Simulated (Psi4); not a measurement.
Conformational energy of SMILES Bc1ccccc1N (C6H8BN). Scanned: dihedral C2–C7–N8–H15; all other coordinates were relaxed at GFN2-xTB.

Geometry of the scan point at 40° (Å):
```
16

B     -1.7579     1.5219     0.0887
C     -0.4738     0.6801     0.0581
C      0.7687     1.3260    -0.0546
C      1.9611     0.6429    -0.1526
C      1.9528    -0.7459    -0.1305
C      0.7599    -1.4242    -0.0112
C     -0.4554    -0.7382     0.0729
N     -1.6029    -1.4561     0.3285
H     -2.8238     1.0473    -0.0269
H     -1.6770     2.6843     0.1988
H      0.7778     2.4063    -0.0692
H      2.8946     1.1784    -0.2419
H      2.8796    -1.2969    -0.2041
H      0.7535    -2.5062     0.0166
H     -2.4471    -1.0999    -0.0914
H     -1.5043    -2.4558     0.2170
```

Method: PBE-D3(BJ)/def2-SVP // GFN2-xTB in Psi4.

Scanned values (°): -160, -140, -120, -100, -80, -60, -40, -20, 0, 20, 40, 60, 80, 100, 120, 140, 160, 180.

**Question.** Describe the profile: where are the wells and the tops?

**Answer.** Lower than their neighbours: 0° (0.0 kJ/mol), 180° (0.0 kJ/mol). Higher than their neighbours: -80° (35.3 kJ/mol), 80° (35.3 kJ/mol). The whole profile spans 35.3 kJ/mol.
